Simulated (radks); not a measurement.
Values are calculated unless marked as measured or tabulated.
Ionisation of the fluorine ion F+, [He] 2s2 2p4, to F2+, [He] 2s2 2p3, under several functionals. Non-relativistic Kohn-Sham, spin-polarised, spherical densities, point nucleus; open shells are filled with parallel spins first; a radial shooting solver on a logarithmic mesh with Libxc functionals.

| functional | E(F+) (hartree) | Exc (hartree) | IE (eV) | -e(HOMO) (eV) | <r> HOMO (bohr) | IE error (eV) |
|---|---|---|---|---|---|---|
| PBEsol | -98.71760 | -9.47516 | 34.765 | 25.850 | 1.012 | -0.206 |
| SCAN | -99.06448 | -9.85091 | 34.067 | 25.587 | 1.019 | -0.904 |
| OLYP | -99.09275 | -9.87833 | 34.579 | 25.669 | 1.022 | -0.392 |
| Wu-Cohen GGA | -98.86887 | -9.63606 | 34.839 | 25.930 | 1.009 | -0.132 |
| TPSS | -99.10647 | -9.88786 | 34.587 | 25.824 | 1.014 | -0.383 |
| XLYP | -99.15903 | -9.93538 | 35.184 | 26.085 | 1.014 | +0.213 |
| HCTH/407 | -99.07575 | -9.86550 | 34.632 | 25.886 | 1.024 | -0.339 |
| B86b exchange with PBE correlation | -99.08000 | -9.85495 | 35.025 | 26.035 | 1.009 | +0.054 |
| r2SCAN | -99.05038 | -9.83424 | 34.062 | 25.592 | 1.019 | -0.909 |
| exchange-only LDA | -97.87649 | -8.59991 | 32.839 | 24.160 | 1.023 | -2.132 |
| LDA (Slater exchange, Perdew-Wang correlation) | -98.44751 | -9.19022 | 35.157 | 26.191 | 1.012 | +0.186 |

NIST Atomic Spectra Database: 34.971 eV (measured). Closest: B86b exchange with PBE correlation. The Delta-SCF values span 2.35 eV, the total energies 1.28 hartree. The highest occupied level is 2p. Open shells are spherical and high-spin; term and fine-structure splittings are not resolved.
